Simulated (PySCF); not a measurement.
## Two-component Hartree-Fock for Tm⁴⁵⁺ (thulium, charge +45)

Start: [Ar] 3d6; 3d3/2 filled at m_j = -3/2, -1/2, +1/2, +3/2; 3d5/2 filled at m_j = +3/2, +5/2. Calculated with PySCF 2.14 in an even-tempered Gaussian basis (16 s from 11 bohr⁻², ratio 2.8; 12 p from 14 bohr⁻², ratio 2.8; 8 d from 14 bohr⁻², ratio 2.8; 3 f from 49 bohr⁻², ratio 3): generalised Hartree-Fock with the X2C-1e Hamiltonian and a Gaussian nucleus; one run each with spin-orbit coupling (SO) switched off, then screened by Boettger's factors.

```tsv
spinor shell	electrons	ε, spin-free (eV)	ε, screened SO (eV)	weight of nominal j (screened SO)	rms radius, screened SO (bohr)
1s1/2	2	-62227.9	-62210.6	1.000	0.0227
2s1/2	2	-12668.4	-12661.6	1.000	0.0913
2p1/2	2	-11482.3	-12189.3	1.000	0.0779
2p3/2	4	-11482.3	-11182.3	1.000	0.0845
3s1/2	2	-4567.3	-4565.2	1.000	0.228
3p1/2	2	-4197.0	-4374.3	0.999	0.218
3p3/2	4	-4197.0	-4120.3	0.999	0.231
3d3/2	4	-3808.3	-3831.9	0.981	0.200
3d5/2	2	-3808.3	-3780.6	0.981	0.203
```

```tsv
quantity	spin-free	screened SO
E (hartree)	-11959.81645	-11973.74725
M_J	4	4
⟨J²⟩	20.000	20.010
⟨L²⟩	6.000	12.192
⟨S²⟩	6.000	3.097
```

Each row is a mean over spinors that exchange with the open shell spreads, by up to 38.281 eV (3p3/2).

Breit and QED terms are absent; they matter most for the inner s and p1/2 levels.

Densities and radii are taken from the X2C orbitals without a picture-change correction, which distorts them close to the nucleus.

Without spin-orbit coupling the j labels of p, d and f shells carry no meaning; the spin-free column gives the mean over the occupied spinors of each nl shell.
